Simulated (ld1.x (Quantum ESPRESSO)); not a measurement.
## u(r) = r·R(r): atom against pseudo-atom (Al)

Columns: radius, all-electron u(r) and pseudo u(r) of the 3p shell (level -2.72 eV) of aluminium in the configuration [Ne] 3s2 3p1; PBE, non-relativistic, PAW scheme, ld1.x (Quantum ESPRESSO) 7.5.

```csv
r (bohr),all-electron,pseudo
0.118,0.0912,-0.0041
0.235,0.1842,-0.0163
0.353,0.2144,-0.0361
0.470,0.1930,-0.0624
0.588,0.1400,-0.0947
0.705,0.0717,-0.1311
0.822,-0.0025,-0.1705
0.940,-0.0775,-0.2121
1.058,-0.1490,-0.2541
1.175,-0.2146,-0.2951
1.292,-0.2741,-0.3345
1.410,-0.3276,-0.3717
1.528,-0.3749,-0.4060
1.645,-0.4159,-0.4367
1.763,-0.4513,-0.4642
1.880,-0.4809,-0.4879
1.998,-0.5052,-0.5084
2.115,-0.5242,-0.5253
2.232,-0.5386,-0.5388
2.350,-0.5489,-0.5489
2.468,-0.5552,-0.5552
2.585,-0.5581,-0.5581
2.702,-0.5580,-0.5580
2.820,-0.5552,-0.5552
2.938,-0.5502,-0.5502
3.055,-0.5432,-0.5432
```

Task: How many radial nodes do the two functions have?

Result: The all-electron 3p function has n − l − 1 = 1; the pseudo-wave has 0, since the states of the same l below it are removed with the core.

Task: At about which radius was the pseudo-wave matched?

Result: 2.35 bohr. The columns agree to 0.0005 from 2.23 bohr on; several derivatives are matched, so the curves merge somewhat inside the radius.

Task: Is the pseudo-wave norm-conserving?

Result: No, it belongs to a PAW set: the norm inside the radius is not constrained, and the difference is carried by the augmentation charge.
